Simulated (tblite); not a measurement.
Species: C5H9AsB2.
Bonds: C1–B2, B2–C3, C3–C4 (double), C4–B5, B5–As6, B5–C7, C7–C8 (double), B2–C8. Hydrogens: H9, H10, H11 on C1; H12 on C3; H13 on C4; H14, H15 on As6; H16 on C7; H17 on C8.

Computed with GFN2-xTB (tblite), gas phase: L-BFGS steps from a force-field or distance-geometry start until the largest atomic force falls under 0.01 eV/Å.

Step 0: E = -544.7435 eV
```
atom  x, y, z in Å  |  force x, y, z in eV/Å
C1     -2.9003    0.2039   -0.2112   -0.215  -0.402  -0.115
B2     -1.3437   -0.0286   -0.1796    0.762   0.186   0.641
C3     -0.6437   -0.7434    1.0706   -1.007   0.335  -0.747
C4      0.6839   -0.8410    1.1464    0.723  -0.110   0.142
B5      1.6273   -0.2481    0.0491   -0.139   0.032  -0.434
As6     3.6446   -0.5079    0.1181   -0.301   0.876   0.436
C7      0.9472    0.4739   -1.1922    0.139  -0.596   1.102
C8     -0.3847    0.5848   -1.2728   -0.602  -0.247   0.177
H9     -3.2504    0.2527   -1.2622   -0.075   0.116   0.715
H10    -3.4348   -0.6278    0.3086    0.207   0.803  -0.381
H11    -3.1515    1.1601    0.2990    0.046  -0.686  -0.396
H12    -1.2810   -1.1529    1.8564    0.176   0.013  -0.059
H13     1.1240   -1.3484    2.0186   -0.061   0.145  -0.203
H14     3.7029   -0.1297    1.6346    0.049  -0.094  -0.650
H15     3.9137    0.9791   -0.3135   -0.066  -0.662   0.270
H16     1.5709    0.8906   -1.9566    0.302   0.263  -0.449
H17    -0.8312    1.0949   -2.1231    0.062   0.029  -0.048
```

Step 1: E = -544.8319 eV
```
atom  x, y, z in Å  |  force x, y, z in eV/Å
C1     -2.9034    0.1981   -0.2128    0.285  -0.168  -0.053
B2     -1.3328   -0.0260   -0.1705    0.084   0.252   0.343
C3     -0.6581   -0.7386    1.0599    0.572   0.036  -0.211
C4      0.6942   -0.8426    1.1484   -0.679   0.107  -0.212
B5      1.6253   -0.2477    0.0429    0.033  -0.108  -0.060
As6     3.6403   -0.4953    0.1244   -0.282   0.649   0.282
C7      0.9492    0.4654   -1.1765   -0.222  -0.063   0.121
C8     -0.3933    0.5812   -1.2702    0.173  -0.208   0.175
H9     -3.2515    0.2543   -1.2520   -0.131   0.088   0.391
H10    -3.4319   -0.6163    0.3031    0.007   0.420  -0.177
H11    -3.1508    1.1503    0.2933    0.019  -0.505  -0.291
H12    -1.2785   -1.1527    1.8555    0.111   0.031  -0.089
H13     1.1231   -1.3464    2.0157    0.009   0.031  -0.025
H14     3.7036   -0.1310    1.6253    0.042  -0.034  -0.497
H15     3.9127    0.9697   -0.3097   -0.041  -0.500   0.243
H16     1.5752    0.8944   -1.9630   -0.055  -0.019   0.050
H17    -0.8303    1.0953   -2.1238    0.075  -0.010   0.010
```

Step 2: E = -544.8781 eV
```
atom  x, y, z in Å  |  force x, y, z in eV/Å
C1     -2.8996    0.1925   -0.2145    0.518  -0.002  -0.018
B2     -1.3264   -0.0202   -0.1601   -0.181   0.247   0.050
C3     -0.6541   -0.7358    1.0513    0.055  -0.102   0.209
C4      0.6864   -0.8413    1.1454    0.000   0.011  -0.162
B5      1.6250   -0.2494    0.0390    0.021  -0.129   0.158
As6     3.6332   -0.4779    0.1323   -0.266   0.275   0.088
C7      0.9461    0.4605   -1.1672    0.035   0.151  -0.364
C8     -0.3940    0.5759   -1.2659    0.095  -0.030   0.032
H9     -3.2544    0.2567   -1.2403   -0.146   0.061   0.053
H10    -3.4304   -0.6035    0.2975   -0.151   0.037   0.029
H11    -3.1502    1.1367    0.2855   -0.002  -0.227  -0.132
H12    -1.2753   -1.1521    1.8535    0.165   0.093  -0.205
H13     1.1229   -1.3449    2.0140   -0.061   0.058  -0.096
H14     3.7047   -0.1323    1.6121    0.040   0.049  -0.260
H15     3.9116    0.9563   -0.3035   -0.008  -0.237   0.189
H16     1.5761    0.8957   -1.9650   -0.235  -0.162   0.289
H17    -0.8286    1.0953   -2.1239    0.120  -0.092   0.138
```

Question: Estimate the geometry and energy of step 3. (The exact step hangs on the optimiser's Hessian estimate; all steps are aligned on step 2, rigid shifts and turns removed.)

Answer: E = -544.8984 eV, largest force 0.249 eV/Å
```
atom  x, y, z in Å  |  force x, y, z in eV/Å
C1     -2.8891    0.1896   -0.2157    0.245  -0.030  -0.031
B2     -1.3257   -0.0132   -0.1542   -0.050   0.144  -0.042
C3     -0.6545   -0.7360    1.0505    0.146  -0.014   0.132
C4      0.6859   -0.8410    1.1418   -0.002  -0.040  -0.105
B5      1.6249   -0.2523    0.0396   -0.021  -0.012   0.080
As6     3.6252   -0.4649    0.1376   -0.225  -0.047  -0.052
C7      0.9461    0.4602   -1.1682   -0.013   0.029  -0.200
C8     -0.3940    0.5729   -1.2635    0.119   0.044   0.008
H9     -3.2583    0.2589   -1.2337   -0.092   0.039  -0.074
H10    -3.4322   -0.5966    0.2952   -0.121  -0.071   0.074
H11    -3.1499    1.1262    0.2794    0.000  -0.009  -0.010
H12    -1.2707   -1.1501    1.8489    0.058   0.022  -0.062
H13     1.1215   -1.3429    2.0111   -0.048   0.030  -0.081
H14     3.7059   -0.1320    1.6012    0.044   0.107  -0.054
H15     3.9109    0.9458   -0.2972    0.024  -0.002   0.127
H16     1.5728    0.8938   -1.9613   -0.149  -0.107   0.164
H17    -0.8256    1.0937   -2.1215    0.087  -0.083   0.125
```

The energy changes by -0.0203 eV. The first-order estimate −F·Δx gives -0.0315 eV and the mean of the old and new forces, exact on a quadratic surface, -0.0202 eV. The step makes an angle of 38° with the force vector and moves no atom by more than 0.016 Å.

The cost below is that of the whole relaxation. The run took 0.95 s of wall time on one thread of an Arm Neoverse N1, shared host.
